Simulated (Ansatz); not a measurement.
(LiBr)3 ring (Li₃Br₃), relaxed as a singlet with RKS B3LYP-D4/def2-SVP in Ansatz, starting from the GFN2-xTB geometry. Force threshold 0.02 eV/Å.

Start:

```xyz
6

Li    0.139    1.899    1.245
Br   -1.941    0.787    1.242
Li   -1.952   -1.163   -0.085
Br   -0.150   -2.033   -1.333
Li    1.812   -0.737   -1.161
Br    2.092    1.246    0.090
```

| step | energy (eV) | largest force component (eV/Å) | SCF passes |
| --- | --- | --- | --- |
| 1 | -210739.9796 | 0.350 | 12 |
| 2 | -210740.2017 | 0.148 | 17 |
| 3 | -210740.2268 | 0.037 | 17 |
| 4 | -210740.2280 | 0.008 | 18 |

Force components are those of the run's own axes.

End:

Cartesian coordinates in Å:
```
Li 0.122 1.654 1.085
Br -2.048 0.831 1.311
Li -1.701 -1.013 -0.074
Br -0.158 -2.145 -1.406
Li 1.579 -0.641 -1.011
Br 2.206 1.314 0.095
```

By distances, no bond broke or formed. The bond that changes most is Li5–Br6, from 2.36 to 2.33 Å (atoms count from 1).

No frequencies were taken in this run, so the end may be a saddle point.

It took 9 s on 4 threads of Arm Neoverse V1 on a shared host.
